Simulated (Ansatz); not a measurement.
C4H3F3 can be A, `CC#CC(F)(F)F`, or B, `F/C=C/C(F)=C\F`.

Gas-phase electronic energies from Ansatz, PBE0-D4/def2-TZVP geometries. CCSD(T)/CBS is the MP2 limit (def2-TZVPP, def2-QZVPP) plus CCSD(T) − MP2 in def2-TZVPP, frozen cores. DFT in def2-TZVPP. B3LYP here is the variant with VWN-RPA as its local correlation; programs differ in this. One conformer a species, not always the lowest.

Task: Which isomer does CCSD(T)/CBS put lower? Give the gap. (An estimate is asked.)

Result: The calculation gave: A, by 28.4 kJ/mol.

Task: Give E(B) − E(A) in kJ/mol with CCSD(T)/def2-TZVPP, HF/def2-TZVPP, CCSD(T)/def2-SVP, BLYP-D4, B3LYP, B3LYP-D4, PBE0-D4. (Best estimate.)

Result: The calculation gave: CCSD(T)/def2-TZVPP 31.3, HF/def2-TZVPP 39.0, CCSD(T)/def2-SVP 39.8, BLYP-D4 0.9, B3LYP 12.0, B3LYP-D4 9.5, PBE0-D4 15.0. None reverses the order clearly.

Task: Does the order hold for the free energy at 298.15 K (harmonic terms from PBE0-D4)? (Estimate.)

Result: Ansatz gave: Yes: G(B) − G(A) = +32.4 kJ/mol, for one conformer each. Modes under 60 cm⁻¹, often nearly free rotors, make the harmonic entropy too high.

Largest T1 diagnostic: 0.013.

Leaving LDA and LC-ωPBE aside and taking each functional with its dispersion term where it has one, the values, not all of them listed here, spread over 33.7 kJ/mol, from BLYP-D4 to PBE-QIDH. At CCSD(T), def2-SVP lies +11.4 kJ/mol from the extrapolated value and def2-TZVPP +3.0 kJ/mol.
